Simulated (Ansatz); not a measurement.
Gas-phase reaction R1 → P1, each structure at its B3LYP-D3(BJ)/def2-TZVP stationary point, reached from a drawn start; harmonic modes at that level show minima.
R1, C2H2F2 (SMILES F/C=C\F) (charge 0, multiplicity 1):
```xyz
6

F      1.41384     1.01193    -0.03750
C      0.65792    -0.09376    -0.00664
C     -0.66234    -0.05352     0.00953
F     -1.35005     1.09619    -0.00359
H      1.21611    -1.01840     0.00391
H     -1.27539    -0.94244     0.03439
```
P1, C2H2F2 (SMILES F/C=C/F) (charge 0, multiplicity 1):
```xyz
6

F      1.624    -0.709     0.018
C      0.630     0.197    -0.011
C     -0.630    -0.197     0.011
F     -1.624     0.709    -0.018
H      0.962     1.225    -0.052
H     -0.962    -1.225     0.052
```

P less R. No zero-point or thermal terms.

Cores are frozen in the correlated methods.

Programs: Ansatz (a quantum-chemistry and plane-wave program). No computed number here is a measurement.

**Question.** What reaction energy does MP2/cc-pVQZ give?

**Answer.** 1.0 kcal/mol

**Question.** What is the computed reaction energy (CCSD(T)/cc-pVQZ)?

**Answer.** 0.8 kcal/mol

**Question.** What reaction energy does SVWN5/def2-TZVPP give?

**Answer.** 0.9 kcal/mol
